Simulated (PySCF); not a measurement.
C₆H₆NO (charge -1).
Cartesian coordinates in Å at the GFN2-xTB level; atoms count from 1:
```xyz
14
C6H6NO angstrom
N      4.0076   -1.2610    0.7803
C      3.0142   -0.8630    0.3272
C      1.8816   -0.3748   -0.2818
C      0.6195   -0.3049    0.2991
O      0.2817   -0.6605    1.4473
C     -0.4525    0.2830   -0.6124
C     -1.5425    1.1028    0.0167
C     -1.8477   -0.2634   -0.5048
H      2.0170   -0.0203   -1.2995
H     -0.1150    0.5840   -1.5995
H     -1.4908    1.2197    1.0893
H     -1.9274    1.9657   -0.5127
H     -1.9984   -1.0457    0.2247
H     -2.4480   -0.3621   -1.4012
```

Structure optimised with GFN2-xTB, isolated species.

Take the most abundant isotopes and a rigid rotor. The values belong to one conformer with, in the numbering `[N:1]#[C:2]/[CH:3]=[C:4](\[O-:5])[CH:6]1[CH2:7][CH2:8]1`, C3–C4–C6–C7 -146°.

Give the principal moments of inertia and the rotational constants in GHz.

Ia = 70.28, Ib = 484.17, Ic = 514.95 u·Å²; 505379 MHz·u·Å²/I gives 7191, 1044 and 981.4 MHz, that is A = 7.1909, B = 1.0438, C = 0.9814 GHz.

What kind of rotor is it?

A near-prolate asymmetric top. Ray's parameter κ = (2B − A − C)/(A − C) = -0.980; −1 is the prolate and +1 the oblate limit.

What does the inertial defect say?

Not planar: Δ = Ic − Ia − Ib = -39.50 u·Å². For a rigid frame Δ = −2 Σ m c², so Σ m c² = 19.75 u·Å² lies off the ab plane: 6.36 from hydrogen and 13.39 from heavier atoms. The atom farthest from that plane is 1.27 Å away.

Where do the levels up to J = 3 lie, in cm⁻¹?

Above 0(0,0):
J = 1: 1(0,1) 0.0676, 1(1,1) 0.2726, 1(1,0) 0.2747
J = 2: 2(0,2) 0.2026, 2(1,2) 0.4056, 2(1,1) 0.4119, 2(2,1) 1.0270, 2(2,0) 1.0270
J = 3: 3(0,3) 0.4052, 3(1,3) 0.6052, 3(1,2) 0.6176, 3(2,2) 1.2297, 3(2,1) 1.2297, 3(3,1) 2.2601, 3(3,0) 2.2601

Stationary, but not proved a minimum. Constants of a rigid frame at the computed geometry: no zero-point averaging, no centrifugal distortion.
